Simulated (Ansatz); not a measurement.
## How methods differ on GaSiH3F2 (SMILES [F][Ga]([F])[SiH3])

The species is GaSiH3F2 (7 atoms), meant as a singlet with charge 0. SMILES: `[F][Ga]([F])[SiH3]`. The shape was relaxed beforehand at B3LYP/def2-SVP.

```xyz
7

F     0.3434   -1.7279    2.0531
Ga    0.7535   -0.8791    0.5692
F     2.3171   -1.4175   -0.0267
Si   -0.6395    0.7657   -0.4894
H     0.1891    1.6022   -1.3995
H    -1.2749    1.6090    0.5602
H    -1.6886    0.0477   -1.2670
```

Each level gives the dissociation energy of the Ga2–F1 bond into doublet GaSiH3F and doublet F (shapes relaxed at B3LYP/def2-SVP, no zero-point term) (eV). The values are calculated.

| level | kind | program | value (eV) | less CCSD(T)/def2-SVP | CPU time (all runs) |
| --- | --- | --- | --- | --- | --- |
| HF/def2-SVP | Hartree–Fock | Ansatz | 4.02 | -1.41 | 2.8 s |
| PBE/def2-SVP | GGA | Ansatz | 5.68 | +0.25 | 5.1 s |
| r2SCAN/def2-SVP | meta-GGA | Ansatz | 5.56 | +0.13 | 13 s |
| B3LYP/def2-SVP | global hybrid | Ansatz | 5.45 | +0.02 | 7.6 s |
| wB97M-V/def2-SVP | range-separated hybrid | Ansatz | 5.66 | +0.23 | 33 s |
| MP2/def2-SVP | perturbation theory | Ansatz | 5.79 | +0.36 | 3.3 s |
| CCSD(T)/def2-SVP | coupled cluster or CI | Ansatz | 5.43 | 0.00 | 26 s |

Differences are taken from CCSD(T)/def2-SVP for orientation; it has basis-set and higher-order errors of its own. All-electron rows without a relativistic Hamiltonian named are non-relativistic. The values span 4.02 to 5.79 eV. Hartree–Fock misses the correlation of the electron pair that is broken and comes out low. Measured bond enthalpies also hold zero-point and thermal terms, a few tenths of an eV less. In the correlated wave-function rows the outer d shell of Ga is correlated, in sets not made for it. Times are those of the runs behind each value, whatever else they computed, on shared processors of several kinds: orders of magnitude only.
